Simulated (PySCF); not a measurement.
Static response to an electric field

C₅H₁₄Si.
Geometry (PBE0-D3(BJ)/def2-SVP, Å), atoms numbered from 1 in this order:
```
atom  x, y, z in Å
C1    -3.2913   -0.0690    0.0817
C2    -1.9146    0.5375    0.2996
C3    -0.7808   -0.3279   -0.2324
C4     0.6025    0.2729   -0.0187
C5     1.7373   -0.6005   -0.5499
Si6    3.4575    0.1293   -0.2987
H7    -4.0891    0.5797    0.4741
H8    -3.3815   -1.0465    0.5827
H9    -3.4918   -0.2311   -0.9897
H10   -1.8664    1.5316   -0.1795
H11   -1.7550    0.7200    1.3773
H12   -0.8225   -1.3232    0.2469
H13   -0.9341   -0.5118   -1.3117
H14    0.7514    0.4614    1.0600
H15    0.6416    1.2674   -0.4991
H16    1.7137   -1.5934   -0.0664
H17    1.6012   -0.7894   -1.6297
H18    3.5737    1.4503   -0.9937
H19    4.5104   -0.7840   -0.8421
H20    3.7276    0.3478    1.1576
```

Level: PBE0/def2-SVPD (PySCF), static field, nuclei fixed, core orbitals frozen in the response. The polarisability tensor in these axes (au):

```
x   114.51   0.77  -2.09
y     0.77  83.49   1.90
z    -2.09   1.90  80.84
```

What are the eigenvalues, a third of the trace, and Δα (Δα² = ½Σ(αi − αj)² over the three pairs)?

Principal values 79.71, 84.48 and 114.65 au; mean 92.95 au = 13.77 Å³ = 15.33 × 10⁻⁴⁰ C²·m²/J; Δα = 32.82 au (35 % of the mean).

What is the dipole moment, and where does it point?

(-0.88, -0.27, -0.08) D, 0.92 D in size, pointing from the negative to the positive side. Measured along this direction, the outermost atoms are H19 at the negative end and H7 at the positive end.

Orientational against electronic polarisability at 350 K (dilute gas, rigid molecules)?

In Gaussian units μ²/3kT = 5.84 Å³ against 13.77 Å³, a ratio of 0.42; the Debye molar polarisation (4π/3)N_A(α + μ²/3kT) is 49.5 cm³/mol, leaving out the vibrational part.

Directions of the eigenvectors, and the extent of the frame along each?

Largest value along (1.00, 0.02, -0.06), where the nuclei span 8.63 Å; middle along (0.01, 0.89, 0.46), 2.70 Å; least along (0.06, -0.46, 0.89), 2.42 Å. The response follows the extents in order.

Find the Langevin capture rate constant for H3+ (3.023 u) meeting this molecule (102.086 u), k = 2.342 × 10⁻⁹ cm³/s × √(α in Å³ / reduced mass in u).

The reduced mass is 2.94 u, so k = 5.07 × 10⁻⁹ cm³/s. The formula leaves out the permanent dipole, which adds to the capture rate.

What are the principal values of the traceless quadrupole moment, Θ = ½Σq(3rr − r²1), about the centre of nuclear charge?

-4.84, 1.89, 2.95 D·Å. The values depend on the origin, since the dipole doesn't vanish. The electronic extent ⟨r²⟩ about the same centre is 1552 bohr², a root-mean-square distance of 2.74 Å for the 58 electrons.

One conformer (not necessarily the lowest) at the PBE0-D3(BJ)/def2-SVP geometry, without solvent, vibrations or thermal averaging.

These values come from a run that also computed excited states and ΔSCF ions. Hardware: Arm Neoverse V1, one thread (shared host). Cost: 4.3 min wall, 1.1 GiB resident at most.
